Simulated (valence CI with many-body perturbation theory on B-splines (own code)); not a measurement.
# Ir3+ in brief

Method: valence CI with perturbative core correlation (CI+MBPT): six valence electrons over a frozen Dirac-Fock core [Xe] 4f14, radial functions for each j: 7 s, 7 p, 8 d, 6 f, 4 g, 1 h, with the one-electron correlation potential Σ1 (screened to all orders), the two-electron term Σ2, the three-electron term Σ3, Breit, model QED; selected single and double excitations, second order for the rest, scaled by the run's own slope (own B-spline code, finite nucleus).

No measured spectrum was set against this ion. As an estimate, terms of the open shell hold to 2 to 4 % of their energy, and close levels can change places; different configurations can be misplaced against each other by 1,000 to 8,000 cm⁻¹. Among the levels kept, up to 2400 cm⁻¹ of a level comes from second order outside the variational space, and about a tenth of that is noise between levels of different J, which matters for small intervals. Only levels of the ground parity were solved; by the run's estimate the other parity begins above the list, which can be wrong where configurations are misplaced.

Names give the largest LS component (configuration and term), which can be under half, so a name can repeat, a term be missing and a line seem to break the LS rules; names also repeat where a configuration has a term twice.

Rates and lifetimes use the calculated energies. Strong lines usually hold to 10 to 20 %, long lifetimes can be off by a factor of two.

Problem. What is the ground level?

Solution. 5d6 5D_4, composition 81 % 5d6 5D + 14 % 5d6 3F, g = 1.453.

Problem. What are the static dipole polarisabilities of the lowest levels?

Solution. 5d6 5D_4 6.38 (tensor -0.33); 5d6 5D_2 6.44 (tensor 0.21); 5d6 5D_3 6.46 (tensor -0.068); 5d6 5D_1 6.47 (tensor 0.14) bohr³, of which the core gives 1.22.

Problem. Name the longest-lived excited levels whose lifetime is computed, and their main decay.

Solution. 5d6 5D_2 at 5331 cm⁻¹ lives 8230 s, mostly by E2 to 5d6 5D_4; 5d6 5D_0 at 8718 cm⁻¹ lives 390 s, mostly by M1 to 5d6 5D_1. The lifetime of 5d6 3H_6 is too uncertain to give, and may be longer.

Problem. What is the ionisation energy?

Solution. 41.516 eV; NIST lists 40 ± 1.7 eV (theoretical).

Problem. How well does LS coupling describe the low levels?

Solution. Among the lowest 20 levels the leading LS term, summed over configurations, holds 66 % on average. For single configurations the figures are 63 % in LS and 63 % in jj coupling. Terms mix most in the J = 4 level at 14801 cm⁻¹, where the leading one holds 26 %.

Problem. How is the term 5D of the ground level split?

Solution. J = 4 at 0.0, J = 2 at 5331, J = 3 at 5659, J = 1 at 8450, J = 0 at 8718 cm⁻¹.
